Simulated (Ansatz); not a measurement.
Reaction (substitution at a C–Sn bond): `C[CH](C)[SnH2][CH](C)C` + `O[SiH](F)F` → `CC(C)O[SiH](F)F` + `C[CH](C)[SnH3]`

Gas-phase electronic energies from Ansatz, PBE0-D4/def2-TZVP geometries. CBS: MP2 limit from def2 TZ/QZ plus the TZ coupled-cluster correction, frozen cores. Functionals use def2-TZVPP. B3LYP here is the variant with VWN-RPA as its local correlation; programs differ in this. def2 core potentials past Kr. For Sn outer-core shells are correlated without core-valence functions, which leaves a few kJ/mol of doubt a bond. Each species was taken in one conformer, which may not be the lowest.

```json
{"species": "`C[CH](C)[SnH2][CH](C)C`", "B3LYP-D4 energy (Eh)": "-452.75806"}
{"species": "`O[SiH](F)F`", "B3LYP-D4 energy (Eh)": "-565.96370"}
{"species": "`CC(C)O[SiH](F)F`", "B3LYP-D4 energy (Eh)": "-683.95474"}
{"species": "`C[CH](C)[SnH3]`", "B3LYP-D4 energy (Eh)": "-334.75448"}
```

Q: Work out ΔE.

A: ΔE = (-683.95474) + (-334.75448) − (-452.75806) − (-565.96370) = 0.01254 Eh = +32.9 kJ/mol. CCSD(T)/CBS gives +49.8 kJ/mol.

Largest T1 diagnostic among the species: 0.011.

In def2-TZVPP, CCSD(T) changes the Hartree–Fock value by +32.7 kJ/mol (the triples alone add +3.9 kJ/mol) and MP2 by +45.6 kJ/mol. The D4 term adds +6.7 kJ/mol with B3LYP and +4.2 kJ/mol with PBE0; it sums over pairs of atoms, weighted by their polarisabilities, and B3LYP, whose exchange is more repulsive, gets the larger term.
